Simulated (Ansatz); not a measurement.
Total energies of `CCCCCCCCCC[S][Ag]` from Ansatz at PBE-D4/def2-SVP, gas phase (1 Eh = 27.2114 eV = 2625.5 kJ/mol). The reference geometry is relaxed at PBE-D4/def2-SVP.

```xyz
33

C    -3.288    2.179   -3.071
C    -2.960    0.712   -3.361
C    -1.513    0.306   -3.048
C    -1.127    0.383   -1.567
C     0.301   -0.084   -1.277
C     0.688   -0.007    0.202
C     2.111   -0.495    0.494
C     2.550   -0.360    1.958
C     1.753   -1.225    2.942
C     2.207   -1.070    4.392
S     1.353   -2.148    5.609
Ag   -0.904   -1.659    5.233
H    -4.329    2.426   -3.359
H    -3.179    2.426   -1.995
H    -2.615    2.860   -3.635
H    -3.653    0.056   -2.786
H    -3.167    0.498   -4.432
H    -1.343   -0.733   -3.408
H    -0.817    0.944   -3.640
H    -1.248    1.425   -1.196
H    -1.842   -0.231   -0.972
H     1.017    0.522   -1.878
H     0.427   -1.131   -1.636
H    -0.045   -0.599    0.795
H     0.581    1.043    0.557
H     2.822    0.071   -0.148
H     2.206   -1.559    0.179
H     2.478    0.709    2.266
H     3.628   -0.624    2.039
H     0.670   -0.965    2.893
H     1.818   -2.296    2.651
H     3.277   -1.364    4.488
H     2.143   -0.009    4.712
```

| state | geometry | energy (Eh) |
| --- | --- | --- |
| charge 0 singlet | reference | -937.78347 |
| charge 1 doublet | reference | -937.50444 |
| charge -1 doublet | reference | -937.81839 |
| charge -1 doublet | relaxed at PBE-D4/def2-SVP | -937.82150 |
| free C atom (triplet) | – | -37.75124 |
| free S atom (triplet) | – | -397.80063 |
| free Ag atom (doublet) | – | -146.94550 |
| free H atom (doublet) | – | -0.49863 |

In the def2 sets Ag takes a core potential; there is no spin–orbit coupling.

(1) Work out the vertical ionisation energy to the doublet.

(2) Work out the vertical electron affinity, to the doublet.

(3) Give the fundamental gap IE − EA, the Mulliken electronegativity (IE + EA)/2 and the hardness (IE − EA)/2.

(4) How much does the charge -1 doublet relax, and what is the adiabatic electron affinity?

(5) What is the binding energy per atom against free atoms?

(1) E(charge 1 doublet) − E(charge 0 singlet) = -937.50444 − (-937.78347) = 0.27903 Eh = 7.59 eV. For comparison, −ε of the highest occupied level is 4.74 eV at this level, 2.85 eV less.

(2) E(charge 0 singlet) − E(charge -1 doublet) = -937.78347 − (-937.81839) = 0.03492 Eh = 0.95 eV. The basis lacks diffuse functions, which makes affinities too small.

(3) From the values in Eh: IE − EA = 0.27903 − 0.03492 = 0.24411 Eh = 6.64 eV; (IE + EA)/2 = 4.27 eV; (IE − EA)/2 = 3.32 eV. The HOMO–LUMO gap of the same run is 1.46 eV, 5.18 eV smaller than the fundamental gap.

(4) Relaxation: -937.81839 − (-937.82150) = 0.00311 Eh = 0.08 eV. Adiabatic electron affinity: 0.03803 Eh = 1.03 eV, without zero-point energy. 

(5) Atoms: 10 × (-37.75124) + 1 × (-397.80063) + 1 × (-146.94550) + 21 × (-0.49863) = -932.72976 Eh. Binding: -932.72976 − (-937.78347) = 5.05371 Eh = 137.52 eV, or 4.17 eV for each of 33 atoms (no zero-point energy, no counterpoise term).

At PBE-D4/def2-SVP the gap within one spin of the charge 1 doublet nearly closes, so an electron or hole may be smeared out by delocalisation error. At PBE-D4/def2-SVP the highest occupied level of the charge -1 doublet lies above zero (up to 1.45 eV). By energy differences its removal costs 0.95 eV (vertical, to the charge 0 singlet, at PBE-D4/def2-SVP); self-interaction error and the lack of diffuse functions both raise the level. At PBE-D4/def2-SVP the highest occupied level of the relaxed charge -1 doublet lies above zero (up to 1.27 eV). By energy differences its removal costs 1.03 eV (each at its own geometry, to the charge 0 singlet, at PBE-D4/def2-SVP); self-interaction error and the lack of diffuse functions both raise the level.
